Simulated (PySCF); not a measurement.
A compound of formula C32H20 has these computed shifts in ppm, with the number of atoms in brackets (GIAO KT2/pcSseg-1, gas phase, PySCF SCF with an in-house response code, fitting set def2-universal-JFIT, grid level 2, non-relativistic, on the GFN2-xTB geometry; 13C, 1H against isolated TMS).

1H: 8.22 (1), 7.81 (1), 7.72 (1), 7.60 (1), 7.52 (1), 7.51 (1), 7.47 (1), 7.47 (1), 7.41 (1), 7.34 (1), 7.32 (1), 7.28 (1), 7.28 (1), 7.26 (1), 7.26 (1), 7.20 (1), 7.14 (1), 7.08 (1), 6.62 (1), 6.51 (1)
13C: 148.8 (1), 147.0 (1), 141.2 (1), 140.7 (1), 134.6 (1), 133.9 (1), 132.8 (1), 132.0 (1), 131.3 (1), 130.4 (1), 130.3 (1), 126.9 (1), 126.8 (1), 125.8 (1), 125.5 (1), 125.4 (1), 124.7 (1), 124.6 (1), 123.9 (1), 123.4 (1), 123.4 (1), 123.1 (1), 123.0 (1), 122.7 (1), 122.2 (1), 122.1 (1), 121.6 (1), 121.5 (1), 121.4 (1), 121.1 (1), 121.0 (1), 119.8 (1)

Task: Which structure gave them?

Result: C1=c2ccccc2=c2ccccc2=C2C=c3ccccc3=c3c(ccc4ccccc34)=C12. Other isomers were not compared.
